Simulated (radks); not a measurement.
Results of a calculation; reference values are marked as such.
Ionisation of neutral lutetium, [Xe] 4f14 5d1 6s2, to [Xe] 4f14 6s2 as the strength of local exchange is varied. Code: a radial shooting solver on a logarithmic mesh with Libxc functionals. Model: Dirac Kohn-Sham, Slater X-alpha exchange (alpha = 2/3 is LDA exchange), no correlation, spin-unpolarised, spherical densities, finite nucleus; open shells are shared between the two j in proportion to 2j + 1; Fermi nuclear charge, rms radius 5.37 fm.

| alpha | E(Lu) (hartree) | exchange (hartree) | IE (eV) | -e of the level emptied (eV) | <r> of it (bohr) |
|---|---|---|---|---|---|
| 0.667 | -14563.2335 | -285.9603 | 4.404 | 0.896 (5d5/2) | 3.157 |
| 0.692 | -14573.9561 | -296.9221 | 4.616 | 1.040 (5d5/2) | 3.081 |
| 0.769 | -14607.0368 | -330.7933 | 5.298 | 1.526 (5d5/2) | 2.886 |
| 0.864 | -14647.9652 | -372.8078 | 6.200 | 2.205 (5d5/2) | 2.699 |
| 1.011 | -14711.5451 | -438.3092 | 7.717 | 3.408 (5d5/2) | 2.482 |

NIST Atomic Spectra Database: 5.426 eV (measured). The Delta-SCF value meets it near alpha = 0.78. Spin polarisation and multiplet splitting are left out, so open shells lie too high by an amount that depends on their filling. Sharing an open shell by 2j + 1 raises it above the true ground level by a part of the spin-orbit splitting, which enters the differences from NIST.

Beside tabulated values, note that spin-unpolarised runs miss the spin-polarisation part of the exchange energy of open shells.
